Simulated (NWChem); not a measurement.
System: MgSiNH5; SMILES [NH2][Mg][SiH3]

```xyz
8

Mg    -0.1917     0.7059    -0.0005
N     -0.2110     2.5991    -0.0014
H     -0.2417     3.2068     0.8128
H     -0.1913     3.2068    -0.8160
Si    -0.1685    -1.8688     0.0006
H     -0.4957    -2.4530    -1.3452
H     -1.1646    -2.4620     0.9570
H      1.1650    -2.4454     0.3848
```
Atoms are numbered in this order, from 1.

Level: PBE0/def2-SVP (NWChem), optimised geometry, unscaled harmonic frequencies. 

```csv
frequency (cm⁻¹),IR intensity (km/mol)
6,0.0
109,17.8
117,21.9
301,1.1
348,137.7
383,0.1
396,2.4
515,59.9
723,108.1
848,215.8
938,39.4
939,42.5
1531,12.8
2181,77.9
2188,103.3
2189,101.5
3587,5.0
3668,12.1
```

- zero-point energy: 30.0 kcal/mol
- thermal correction to the enthalpy at 298.15 K (with zero-point energy): 35.0 kcal/mol
- heat capacity Cv: 21.6 cal/(mol K)
- entropy at 298.15 K and 1 atm (symmetry number 1): 84.5 cal/(mol K)
- dipole moment: 1.58 D

Rigid rotor and harmonic oscillator; modes under 100 cm⁻¹ make the entropy uncertain.
